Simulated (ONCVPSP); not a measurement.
gadolinium, ONCV: configuration errors across variants

```
Element                 : gadolinium
Generator               : ONCVPSP 4.0.1
Type                    : optimised norm-conserving Vanderbilt (ONCV)
Functional              : PBEsol
Relativity              : scalar-relativistic
Frozen core             : [Kr] 4d10
Valence charge          : 18
Reference configuration : 4f7 5s2 5p6 5d1 6s1 (charge +1)
Partial waves           : 5s+6s: rc 2.45 bohr, ncon 4, nbas 9, qcut 4.4 1/bohr, 2 projectors; 5p: rc 2.50 bohr, ncon 4, nbas 7, qcut 4.7 1/bohr, 2 projectors, debl 1.6 Ha; 5d: rc 3.30 bohr, ncon 4, nbas 8, qcut 5.5 1/bohr, 3 projectors, debl 1 Ha; 4f: rc 1.05 bohr, ncon 5, nbas 9, qcut 14.2 1/bohr, 2 projectors, debl 0.5 Ha
Local potential         : polynomial inside 0.95 bohr (lpopt 5, dvloc0 4 Ha)
Core correction         : Teter function, fcfact 4, rcfact 1.8
```

In the f channel the program set the typed energies aside and used -0.554, 0.250 Ha.

All-electron excitation energies from the reference (eV): (1) 4f7 5s2 5p6 5d1 6s2 -6.674; (2) 4f7 5s2 5p6 5d1 6s0 12.046; (3) 4f7 5s2 5p6 5d0 6s0 31.839; (4) 4f7 5s2 5p6 5d1 6s0 6p2 -0.750.

1 further variants failed, have other tests or too few solved ones, and are left out.

A true bound ghost makes a file unfit for plane-wave use even where its test errors are small: the radial tests pick states by their node count and pass the ghost by.

Errors AE − PS in meV (a dash: test not solved or not reliable):

```tsv
change	(1)	(2)	(3)	(4)	bound ghosts	GHOST(+) flags above zero
base	+0.7	-6.5	-20	0.0	s	p, d
all radii but the core radius scaled by about 0.78 (s 1.92, p 1.96, d 2.60, f 0.82 bohr); local potential polynomial inside 0.74 bohr (lpopt 5, dvloc0 4 Ha)	+0.8	-5.9	-33	-0.8	s, p	d, f
all radii but the core radius scaled by about 0.86 (s 2.10, p 2.14, d 2.82, f 0.90 bohr); local potential polynomial inside 0.82 bohr (lpopt 5, dvloc0 4 Ha)	+0.8	-6.0	-28	-1.5	s, p	d, f
all radii but the core radius scaled by about 1.13 (s 2.76, p 2.82, d 3.72, f 1.18 bohr); local potential polynomial inside 1.08 bohr (lpopt 5, dvloc0 4 Ha)	+0.6	-7.1	+4.8	-0.9	s	none
all radii but the core radius scaled by about 1.22 (s 2.98, p 3.04, d 4.02, f 1.28 bohr); local potential polynomial inside 1.16 bohr (lpopt 5, dvloc0 4 Ha)	+1.2	-8.3	+20	-1.3	none	s
```

(1) Give the same row for: all radii but the core radius scaled by about 1.07 (s 2.62, p 2.68, d 3.54, f 1.12 bohr); local potential polynomial inside 1.02 bohr (lpopt 5, dvloc0 4 Ha).

Results:

(1) +0.4, -7.3, -15, -0.5; bound ghosts: s, d; GHOST(+) flags above zero: p.
